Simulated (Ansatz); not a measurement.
A structure relaxed at PBE0-D4/def2-TZVP, charge 0, multiplicity 1:

Cartesian coordinates in Å:
```
O 1.254 0.682 -1.378
C 0.659 0.196 -0.441
Si -1.277 0.300 -0.323
C 1.437 -0.488 0.627
Se 0.664 -1.225 2.011
H -1.881 -1.055 -0.334
H -1.679 1.046 -1.539
H -1.695 1.043 0.891
H 2.518 -0.498 0.486
```

Question: Give its formula and SMILES.

Answer: C2H4OSeSi, `O=C([SiH3])C=[Se]`.

Question: Point group (tolerance 0.08 Å, 0.16 Å for H)?

Answer: Cs.

Question: Summarise the bond lengths by kind.

Answer: 1 × C–O 1.212 Å; 1 × C–Si 1.942 Å; 1 × C–C 1.488 Å; 3 × H–Si 1.482 to 1.483 Å; 1 × C–Se 1.748 Å; 1 × C–H 1.090 Å.

Program: Ansatz 0.2.0.
